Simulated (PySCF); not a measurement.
C9H14O.
Structure used (PBE0-D3(BJ)/def2-SVP), in Å, numbered top down from 1:
```
atom  x, y, z in Å
O1     1.9344   -1.2306    1.7005
C2     1.5388   -0.1600    1.3232
C3     0.7576    0.0955    0.0653
C4     0.5186   -1.1831   -0.7367
C5    -0.7322   -1.9308   -0.2925
C6    -1.9662   -1.0466   -0.4213
C7    -1.8519    0.1839    0.4721
C8    -0.5436    0.9333    0.2937
C9    -0.2083    1.7229   -0.9845
C10    1.2540    1.2843   -0.8002
H11    1.7332    0.7682    1.9290
H12    1.4088   -1.8237   -0.6407
H13    0.4170   -0.9310   -1.8058
H14   -0.8503   -2.8461   -0.8943
H15   -0.6132   -2.2601    0.7548
H16   -2.0851   -0.7421   -1.4772
H17   -2.8775   -1.6084   -0.1613
H18   -1.9262   -0.1420    1.5247
H19   -2.6959    0.8748    0.3040
H20   -0.3798    1.5994    1.1595
H21   -0.4325    2.8001   -0.9929
H22   -0.6605    1.2676   -1.8790
H23    1.8185    2.0127   -0.1957
H24    1.8503    1.0257   -1.6881
```

Jobs on this species (24 atoms, 76 electrons) with PySCF (density fitting). Hardware of each: one thread of an x86-64 server, on a shared host. The host was shared with other jobs, so the times are rough.

```json
{"level and settings": "PBE0/pcSseg-1, IEF-PCM dichloromethane", "work": "shieldings, ring-centre shieldings, charges and field gradients", "basis functions": "240", "SCF cycles": "?", "wall time": "?"}
{"level and settings": "PBE0-D3(BJ)/def2-SVP, grid level 1", "work": "geometry optimisation from a GFN2-xTB start", "basis functions": "210", "SCF cycles": "55", "wall time": "3.0 min"}
{"level and settings": "PBE0/pcSseg-1, IEF-PCM water", "work": "shieldings, ring-centre shieldings", "basis functions": "240", "SCF cycles": "14", "wall time": "54 s"}
```

Fill in the missing figures.

- PBE0/pcSseg-1, IEF-PCM dichloromethane; shieldings, ring-centre shieldings, charges and field gradients: 56 s, 14 SCF cycles

What do all jobs in the table cost together?

About 4.8 min; the longest takes about 62 % of that, and about 3.3 times as long as the shortest.
